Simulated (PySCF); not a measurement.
C2H7BO2Si, SMILES B(/C=C/[SiH3])(O)O.

Geometry optimised at PBE0-D3(BJ)/def2-SVP. The structure was generated by enumeration; whether it is a known compound was not checked. One conformer was computed; it need not be the lowest.

Vertical ionisation energy (IE) and electron affinity (EA) in eV. Rows of orbital energies are one-electron estimates. Where ΔSCF, EOM or ADC give a negative EA the extra electron is unbound and the value depends on the basis.

```tsv
level	IE	EA
−ε(HOMO), −ε(LUMO), PBE0/def2-TZVP (PySCF)	8.10	1.29
−ε(HOMO), −ε(LUMO), PBE/def2-TZVP (PySCF)	6.97	2.23
```
